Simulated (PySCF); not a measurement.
# Computed structure and properties of [Ce(CH3)2]2+

System: [Ce(CH3)2]2+ (singlet); start: displaced along the imaginary mode (C2). Method: PySCF 2.14.0, RKS PBE0, Ce lcecp-2-SVP with ECP46, C def2-SVP, H def2-SVP; non-relativistic Hamiltonian with scalar-relativistic core potentials where named; density fitting; no spin-orbit coupling.

Input of the relaxation:

```python
mol = gto.M(atom='''
Ce     0.00000     0.00000    -0.27192
C      1.61176     0.02478     1.21423
H      2.58726    -0.22753     0.67343
H      1.73088     1.03005     1.73742
H      1.39996    -0.76777     2.00519
C     -1.61176    -0.02478     1.21423
H     -2.58726     0.22753     0.67343
H     -1.73088    -1.03005     1.73742
H     -1.39996     0.76777     2.00519''',
    basis={'Ce': 'lcecp-2-SVP', 'C': 'def2-SVP', 'H': 'def2-SVP'},
    ecp={'Ce': 'lcecp-2-SVP'},
    charge=2, spin=0)
mf = dft.RKS(mol, xc='PBE0')
mf.grids.atom_grid = (50, 194)  # f atoms: unpruned, at least (60, 302)
mf = mf.density_fit()  # fitting sets: Ce AutoAux, C def2-universal-JKFIT, H def2-universal-JKFIT
mf.conv_tol = 1e-08; mf.max_cycle = 55
mf.kernel(dm0)  # dm0: converged density of the start geometry
# quasi-Newton relaxation in Cartesian coordinates to a largest gradient under 0.00045 Eh/bohr, steps kept in the point group
```

Run from Python with OMP_NUM_THREADS=2; the lines above give its settings. Where DIIS fails, smearing, a level shift and second-order steps follow.
It took 2.3 min on 2 threads of Intel(R) Xeon(R) Platinum 8488C (Sapphire Rapids), with other jobs on the host, from the converged density of the start.

Course of the relaxation:

```csv
step,energy above end (eV),largest force component within the symmetry (eV/Å)
0,0.0756,0.678
1,0.0134,0.106
2,0.0130,0.083
3,0.0127,0.044
4,0.0123,0.023
5,0.0121,0.045
6,0.0116,0.079
7,0.0111,0.079
32,0.0009,0.012
33,0.0006,0.020
34,0.0005,0.055
35,0.0002,0.046
36,0.0000,0.015
37,0.0000,0.019
```
(The steps between are left out.)

Relaxed geometry (C2):

```xyz
9

Ce    0.0000    0.0000   -0.1224
C     1.7251    0.1416    1.2213
H     2.4892   -0.6305    0.9637
H     2.1964    1.1457    1.0753
H     1.4571    0.0345    2.2952
C    -1.7251   -0.1416    1.2213
H    -2.4892    0.6305    0.9637
H    -2.1964   -1.1457    1.0753
H    -1.4571   -0.0345    2.2952
```

| contact | Å |
| --- | --- |
| Ce1–C2 (CH3) | 2.191 |
| Ce1–C6 (CH3) | 2.191 |

On the finer grid (75, 302):

```json
{"HOMO": "not given (4f levels lie in the core)", "LUMO": "not given (4f levels lie in the core)", "Dipole about the centre of mass": "0.75 D", "Set of Mulliken populations of Ce1 outside the core potential": "s 2.11, p 6.05, d 2.00, f 0.07", "D3(BJ) dispersion energy (not in the energies)": "-0.137 eV"}
```

| atom | Mulliken (e) | Löwdin (e) | spin (e) |
| --- | --- | --- | --- |
| Ce1 | 1.77 | 1.75 | 0.00 |
| C2 | -0.58 | -0.28 | 0.00 |
| H3 | 0.23 | 0.14 | 0.00 |
| H4 | 0.23 | 0.14 | 0.00 |
| H5 | 0.23 | 0.13 | 0.00 |
| C6 | -0.58 | -0.28 | 0.00 |
| H7 | 0.23 | 0.14 | 0.00 |
| H8 | 0.23 | 0.14 | 0.00 |
| H9 | 0.23 | 0.13 | 0.00 |

The large-core potential holds the 4f shell empty.

On the grid (50, 194), as all that follows. Harmonic modes: a minimum; lowest 88 cm⁻¹ (negative: unstable), highest 3076 cm⁻¹, zero-point energy 1.755 eV.

Taking off one CH3 (charge -1, singlet; the rest: singlet) in vacuum, both parts rigid, costs 23.93 eV; the small basis without counterpoise inflates it. Most of it is the attraction of opposite charges; other ways to part are cheaper, and one spin state was tried for the rest.

Rigid scan of CH3 along the line from its metal:

```json
{"distance to C2 (Å)": "1.89", "energy (eV)": "1.078"}
{"distance to C2 (Å)": "1.99", "energy (eV)": "0.414"}
{"distance to C2 (Å)": "2.09", "energy (eV)": "0.090"}
{"distance to C2 (Å)": "2.19", "energy (eV)": "0.000"}
{"distance to C2 (Å)": "2.29", "energy (eV)": "0.068"}
{"distance to C2 (Å)": "2.39", "energy (eV)": "0.239"}
{"distance to C2 (Å)": "2.59", "energy (eV)": "0.735"}
```

One start shape was tried, so this needn't be the lowest isomer.
